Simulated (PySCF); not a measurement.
In(F)(Br)(OH) (BrFHInO), SMILES [OH][In]([F])[Br].

Geometry: B3LYP-D3(BJ)/def2-SVP. The structure was generated by enumeration; whether it is a known compound was not checked. The def2 effective core potentials stand for the cores of In; spin–orbit coupling is left out. Other conformers were not sampled.

Computed with PBE/def2-TZVP (PySCF).

Symmetry labels are those of the subgroup Cs that the program uses (full group Cs).

Computed valence orbital energies around the gap with their symmetry:
```csv
orbital,symmetry,energy (eV)
HOMO−7,A',-10.72
HOMO−6,A',-9.27
HOMO−5,A",-8.87
HOMO−4,A',-8.81
HOMO−3,A',-8.27
HOMO−2,A",-7.87
HOMO−1,A",-7.58
HOMO,A',-7.58
LUMO,A',-3.81
LUMO+1,A",-2.09
LUMO+2,A',-0.38
LUMO+3,A',-0.01
```
